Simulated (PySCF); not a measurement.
Species: Cl2H7OPSi3.
Structure used (GFN2-xTB), in Å, numbered top down from 1:
```
atom  x, y, z in Å
Cl1   -2.660    2.014   -0.743
Si2   -3.055    0.410    0.386
O3    -1.710   -0.040    1.161
Si4   -0.116   -0.317    1.297
P5     0.714   -0.588   -0.761
Si6    2.911   -0.490   -0.383
Cl7    3.504    1.010    0.827
H8    -3.459   -0.691   -0.475
H9    -3.970    0.764    1.458
H10   -0.017   -1.584    2.015
H11    0.395    0.823    2.054
H12    0.570    0.733   -1.145
H13    3.574   -0.299   -1.670
H14    3.317   -1.746    0.240
```

PySCF, density fitting, gas phase, GFN2-xTB geometry. The standard run uses grid level 2 after a coarse-grid start, the def2-universal JK fitting basis (with tight functions added where the orbital basis needs them), an energy threshold of 1e-9 Eh and DIIS. The changed runs have no coarse-grid stage.

Problem. Standard PBE0/pcSseg-1: E = -2208.877520 Eh, HOMO -7.689 eV, LUMO -0.488 eV, dipole 1.104 D, 12 cycles (coarse-grid cycles included). What changes at PBE0/pcSseg-1 with: energy threshold 1e-07 Eh?

Solution. E = -2208.877520 Eh (0.000 mEh), HOMO -7.689 eV (0.000), LUMO -0.489 eV (-0.001), dipole 1.103 D (-0.001), 8 SCF cycles. The result matches the standard run within 0.02 mEh and 0.003 eV; such settings steer the iterations and don't enter the energy expression.

The cycles:
```
cycle   1  E = -2208.7582222775  dE =  7.041e-01  |g| = 8.019e-01  |ddm| = 3.552e+00
cycle   2  E = -2208.5601684368  dE =  1.981e-01  |g| = 1.294e+00  |ddm| = 1.679e+00
cycle   3  E = -2208.8738923847  dE = -3.137e-01  |g| = 1.242e-01  |ddm| = 1.179e+00
cycle   4  E = -2208.8770981869  dE = -3.206e-03  |g| = 4.285e-02  |ddm| = 1.765e-01
cycle   5  E = -2208.8775139067  dE = -4.157e-04  |g| = 4.789e-03  |ddm| = 5.004e-02
cycle   6  E = -2208.8775186654  dE = -4.759e-06  |g| = 1.816e-03  |ddm| = 8.427e-03
cycle   7  E = -2208.8775196677  dE = -1.002e-06  |g| = 3.604e-04  |ddm| = 2.786e-03
cycle   8  E = -2208.8775197044  dE = -3.674e-08  |g| = 1.023e-04  |ddm| = 6.314e-04
```

Problem. What changes at PBE0/pcSseg-1 with: grid level 1?

Solution. E = -2208.877458 Eh (+0.062 mEh), HOMO -7.689 eV (0.000), LUMO -0.489 eV (-0.001), dipole 1.104 D (0.000), 10 SCF cycles. Of the changed settings only the grid enters the energy expression; the total energy moves by 0.04 kcal/mol.

The cycles:
```
cycle   1  E = -2208.7581708249  dE =  7.041e-01  |g| = 8.019e-01  |ddm| = 3.552e+00
cycle   2  E = -2208.5601471733  dE =  1.980e-01  |g| = 1.294e+00  |ddm| = 1.679e+00
cycle   3  E = -2208.8738316733  dE = -3.137e-01  |g| = 1.242e-01  |ddm| = 1.179e+00
cycle   4  E = -2208.8770366657  dE = -3.205e-03  |g| = 4.286e-02  |ddm| = 1.765e-01
cycle   5  E = -2208.8774523971  dE = -4.157e-04  |g| = 4.788e-03  |ddm| = 5.004e-02
cycle   6  E = -2208.8774571536  dE = -4.757e-06  |g| = 1.816e-03  |ddm| = 8.426e-03
cycle   7  E = -2208.8774581556  dE = -1.002e-06  |g| = 3.604e-04  |ddm| = 2.785e-03
cycle   8  E = -2208.8774581923  dE = -3.675e-08  |g| = 1.023e-04  |ddm| = 6.316e-04
cycle   9  E = -2208.8774581954  dE = -3.053e-09  |g| = 2.847e-05  |ddm| = 1.596e-04
cycle  10  E = -2208.8774581956  dE = -1.987e-10  |g| = 4.085e-06  |ddm| = 3.726e-05
```
